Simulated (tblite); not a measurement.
C₇H₆N₃S (charge -1).
Numbering: `[CH3:1][S:2][c:3]1[cH:4][cH:5][cH:6][c:7]2[n-:8][n:9][n:10][c:11]12` (hydrogens: H12, H13, H14 on C1; H15 on C4; H16 on C5; H17 on C6)

Structure used (GFN2-xTB), in Å, numbered top down from 1:
```
atom  x, y, z in Å
C1    -2.8734    0.6185    0.0847
S2    -2.1016   -0.6278   -0.9897
C3    -0.3920   -0.5299   -0.4843
C4     0.3893   -1.6549   -0.6357
C5     1.7489   -1.6567   -0.2973
C6     2.3687   -0.5387    0.2063
C7     1.5966    0.6102    0.3699
N8     1.8878    1.8491    0.8230
N9     0.7860    2.5526    0.7591
N10   -0.2395    1.8771    0.2910
C11    0.2028    0.6281    0.0192
H12   -3.1280    0.1579    1.0371
H13   -3.7712    0.9706   -0.4148
H14   -2.1482    1.4243    0.2199
H15   -0.0644   -2.5553   -1.0294
H16    2.3127   -2.5723   -0.4376
H17    3.4185   -0.5409    0.4686
```

Method: GFN2-xTB as coded in tblite; computed harmonic values from a numerical Hessian at the method's own geometry, unscaled. This tight-binding method is rough: wavenumbers can miss measured ones by several per cent, in bad cases by 10 to 20. One conformer, not necessarily the lowest.

Harmonic wavenumbers (cm⁻¹): 49.9, 129.7, 190.8, 200.0, 207.4, 256.3, 284.5, 373.5, 441.4, 489.4, 543.5, 573.0, 638.0, 680.1, 716.9, 732.7, 777.6, 842.3, 853.7, 891.7, 924.1, 965.0, 978.1, 1018.1, 1091.3, 1146.3, 1166.1, 1196.2, 1227.3, 1292.0, 1302.4, 1315.4, 1340.3, 1432.6, 1442.8, 1455.0, 1479.4, 1550.5, 1592.7, 2911.6, 3000.3, 3015.3, 3034.9, 3043.5, 3052.8.

A = 1567, B = 954.4, C = 604.8 MHz; mass 164.028 u (most abundant isotopes); point group C1, symmetry number 1.

Task: What is the zero-point energy?

Result: Half the sum of the wavenumbers: 25923 cm⁻¹ = 310.11 kJ/mol.

Task: What is S at 350 K and 1 bar for an ideal gas of classical rigid rotors and harmonic oscillators?

Result: Translation 175.79, rotation 128.58, vibration 120.91: S = 425.3 J/(mol K).

Task: And Cp and H(350 K) − H(0)?

Result: Cp = 176.31 J/(mol K), of which vibrations give 143.05 (their classical limit is 45 R = 374.2); H(350 K) − H(0) = 35.30 kJ/mol without the zero-point energy, 23.66 from vibrations.

Task: Blend soft modes into free rotors: weight 1/[1 + (100 cm⁻¹/ν̃)⁴] for the oscillator and the rest for a rotor with moment μB/(μ + B), μ = h/(8π²ν), B = 10⁻⁴⁴ kg m². What vibrational entropy results?

Result: 114.67 J/(mol K) in place of 120.91, which changes −T·S at 350 K by +2.18 kJ/mol.

Task: Which modes carry the vibrational entropy at 350 K?

Result: 49.9 cm⁻¹: 21.50; 129.7 cm⁻¹: 13.64; 190.8 cm⁻¹: 10.54; 200.0 cm⁻¹: 10.17; 207.4 cm⁻¹: 9.89; 256.3 cm⁻¹: 8.25 J/(mol K); the other 39 give 46.91 together.

Task: What must be added to the electronic energy to get the Gibbs energy at 350 K and 1 bar?

Result: ZPE + [H(350 K) − H(0)] − T·S = 310.11 + 35.30 − 148.85 = 196.56 kJ/mol.

Task: How do the functions run with temperature in this model?

Result: 
| T (K) | S (J/(mol K)) | Cp (J/(mol K)) | H − H(0) (kJ/mol) | G − H(0) (kJ/mol) | ln q(vib) |
| --- | --- | --- | --- | --- | --- |
| 100 | 286.2 | 68.6 | 4.79 | -23.83 | 1.06 |
| 200 | 346.6 | 110.6 | 13.74 | -55.57 | 3.05 |
| 300 | 399.8 | 154.9 | 27.01 | -92.92 | 5.26 |
| 500 | 497.8 | 230.8 | 66.04 | -182.86 | 9.95 |
| 800 | 622.6 | 298.0 | 146.46 | -351.59 | 16.94 |
| 1000 | 692.1 | 324.5 | 208.88 | -483.21 | 21.31 |

q(vib) and H(0) count from the zero-point level.

Hindered rotation and anharmonicity are outside this model. Other conformers, if any are populated, would add a mixing term that is left out. The structure is chiral; the term R ln 2 for an equal mix with its mirror image is left out.
